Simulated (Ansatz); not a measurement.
V(NH)Cl3 (VNCl₃H). Charge 0, multiplicity 3. Geometry PBE-D4/def2-SVP, that of the neutral singlet; atoms count from 1.

Cartesian coordinates in Å:
```
V -0.056 -0.188 -0.334
N 0.175 0.591 1.049
H 0.323 1.090 1.936
Cl 1.594 0.313 -1.631
Cl -1.938 0.490 -1.141
Cl -0.098 -2.297 0.121
```

At PBE0-D4/def2-TZVP a singlet of charge 0 lies 2.34 eV below the triplet at the same geometry.

Q: Estimate the Mulliken populations from the PBE0/def2-TZVP orbitals of Ansatz.

A: 
```json
{"atom": "V1", "charge (e)": "1.13", "spin (α − β)": "0.87", "d electrons": "3.34"}
{"atom": "N2", "charge (e)": "-0.49", "spin (α − β)": "0.78", "d electrons": "–"}
{"atom": "H3", "charge (e)": "0.27", "spin (α − β)": "-0.03", "d electrons": "–"}
{"atom": "Cl4", "charge (e)": "-0.27", "spin (α − β)": "0.20", "d electrons": "–"}
{"atom": "Cl5", "charge (e)": "-0.32", "spin (α − β)": "0.09", "d electrons": "–"}
{"atom": "Cl6", "charge (e)": "-0.32", "spin (α − β)": "0.09", "d electrons": "–"}
```
Mulliken values depend strongly on the basis.

Q: Where does the spin sit?

A: Summed by element: V 0.87, N 0.78, H -0.03, Cl 0.38, of 2 unpaired in all. Largest on single atoms: V1 0.87, N2 0.78, Cl4 0.20.

Q: And the Mayer bond orders between heavy atoms (over 0.3)?

A: V1–N2 1.47 (1.60 Å); V1–Cl4 1.03 (2.16 Å); V1–Cl5 1.02 (2.16 Å); V1–Cl6 1.02 (2.16 Å).
